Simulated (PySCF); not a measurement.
Molfile (atoms numbered from 1):
```
CH7ClOSi2
     RDKit          3D

 12 11  0  0  0  0  0  0  0  0999 V2000
    2.3562    0.0088    0.3917 Si  0  0  0  0  0  4  0  0  0  0  0  0
    0.7882   -0.0616   -0.0301 O   0  0  0  0  0  0  0  0  0  0  0  0
   -0.6053   -0.2700   -0.8169 Si  0  0  0  0  0  4  0  0  0  0  0  0
   -1.9689    0.2729    0.4037 C   0  0  0  0  0  0  0  0  0  0  0  0
   -3.5648    0.0478   -0.3576 Cl  0  0  0  0  0  0  0  0  0  0  0  0
    2.3486   -0.0593    1.8505 H   0  0  0  0  0  0  0  0  0  0  0  0
    2.8679    1.2785   -0.1175 H   0  0  0  0  0  0  0  0  0  0  0  0
    3.0285   -1.1351   -0.2193 H   0  0  0  0  0  0  0  0  0  0  0  0
   -0.6143    0.5958   -1.9919 H   0  0  0  0  0  0  0  0  0  0  0  0
   -0.7558   -1.6867   -1.1332 H   0  0  0  0  0  0  0  0  0  0  0  0
   -1.9765   -0.3162    1.3186 H   0  0  0  0  0  0  0  0  0  0  0  0
   -1.9025    1.3245    0.6760 H   0  0  0  0  0  0  0  0  0  0  0  0
  1  2  1  0
  2  3  1  0
  3  4  1  0
  4  5  1  0
  1  6  1  0
  1  7  1  0
  1  8  1  0
  3  9  1  0
  3 10  1  0
  4 11  1  0
  4 12  1  0
M  END
```

Fast rotation and ring inversion assumed for equivalent nuclei, relativity neglected, gas phase, one computed conformer. Geometry: GFN2-xTB; PBE0/pcSseg-1 with gauge-including orbitals; PySCF 2.14.0 with density-fitted response routines.

δ = σ(ref) − σ, references computed at the same level: ¹³C and ¹H and ²⁹Si against TMS; ¹⁷O against H2O; ³⁵Cl vs HCl.

```tsv
atoms	nucleus	count	δ (ppm)
H11/H12	¹H	2	?
Si3	²⁹Si	1	-34.1
C4	¹³C	1	30.7
O2	¹⁷O	1	13.6
H9/H10	¹H	2	4.88
Cl5	³⁵Cl	1	-33
Si1	²⁹Si	1	-41.3
H6/H7/H8	¹H	3	?
```

Question: Complete the table.

Answer: 
- H6/H7/H8: 5.14 ppm, hydrogen on a silicon bonded to O
- H11/H12: 3.10 ppm, hydrogen on an sp3 CH2 bonded to Cl and Si; its carbon carries Cl, which withdraws density

Carbons that carry Cl, above all several Cl atoms, come out too deshielded, partly because spin–orbit coupling is missing. Shifts are as computed. Against solution values, carbons near 30 ppm lie about +3 ppm off and those near 130 ppm about +5 ppm; carbons on Cl a further +6 ppm. Of 1211 compounds with measured shifts, 218 miss one by over three times the rms of a fit or turn the order of signals round; such compounds aren't used in these exercises. Experimental scales use liquid or dissolved standards, which lie at an offset from isolated H2O (liquid H2O: subtract about 36 ppm).
